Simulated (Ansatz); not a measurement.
C2H7OSi can be A, `[CH2][SiH](C)O`•, or B, `CO[SiH]C`•.

Calculated with Ansatz (gas phase, PBE0-D4/def2-TZVP geometries, no zero-point term in ΔE). CCSD(T)/CBS adds triple-zeta CCSD(T) − MP2 to the extrapolated MP2 energy (def2 sets, frozen cores). Functionals use def2-TZVPP. B3LYP here is the variant with VWN-RPA as its local correlation; programs differ in this. No spin–orbit coupling; open shells (•) take unrestricted orbitals. One conformer a species, not always the lowest.

**Question.** Which isomer does CCSD(T)/CBS put lower? Give the gap. (An estimate is asked.)

**Answer.** The calculation gave: A, by 61.7 kJ/mol.

**Question.** Give E(B) − E(A) in kJ/mol with r2SCAN-D4, B3LYP-D4, CCSD/def2-TZVPP, PBE0-D4, HF/def2-TZVPP, B3LYP, CCSD(T)/def2-TZVPP. (Estimate.)

**Answer.** The calculation gave: r2SCAN-D4 58.3, B3LYP-D4 50.0, CCSD/def2-TZVPP 62.1, PBE0-D4 49.3, HF/def2-TZVPP 74.9, B3LYP 49.6, CCSD(T)/def2-TZVPP 58.5. None reverses the order clearly.

**Question.** Does the order hold for the free energy at 298.15 K (harmonic terms from PBE0-D4)? (An estimate is asked.)

**Answer.** The calculation gave: Yes: G(B) − G(A) = +71.0 kJ/mol, for one conformer each.

Largest T1 diagnostic: 0.013.

From r2SCAN to r2SCAN0 (25 % exact exchange), in def2-TZVPP and without D4, E(B) − E(A) moves by +4.3 kJ/mol. Leaving LDA and LC-ωPBE aside and taking each functional with its dispersion term where it has one, the values, not all of them listed here, spread over 23.6 kJ/mol, from PBE-D4 to r2SCAN0-D4. LDA lies −12.8 kJ/mol from PBE without D4.
